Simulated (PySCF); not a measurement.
**Spinor energies of Re⁷¹⁺ (rhenium, charge +71)**

Start: [He] 2s2. Calculated with PySCF 2.14 in an uncontracted even-tempered set (16 s from 14 bohr⁻², ratio 2.6; 13 p from 19 bohr⁻², ratio 2.6; 7 d from 19 bohr⁻², ratio 2.8; 4 f from 360 bohr⁻², ratio 2.8): generalised Hartree-Fock with the X2C-1e Hamiltonian and a Gaussian nucleus; spin-orbit coupling (SO) screened by Boettger's factors.

```csv
spinor shell,electrons,"ε, screened SO (eV)",weight of nominal j (screened SO),"rms radius, screened SO (bohr)"
1s1/2,2,-80834.3,1.000,0.0203
2s1/2,2,-19981.3,1.000,0.0788
```

```json
{"quantity": "E (hartree)", "screened SO": "-7546.83600"}
{"quantity": "M_J", "screened SO": "0"}
{"quantity": "⟨J²⟩", "screened SO": "0.000"}
{"quantity": "⟨L²⟩", "screened SO": "0.000"}
{"quantity": "⟨S²⟩", "screened SO": "0.000"}
```

Breit and QED terms are absent; they matter most for the inner s and p1/2 levels.

Densities and radii are taken from the X2C orbitals without a picture-change correction, which distorts them close to the nucleus.
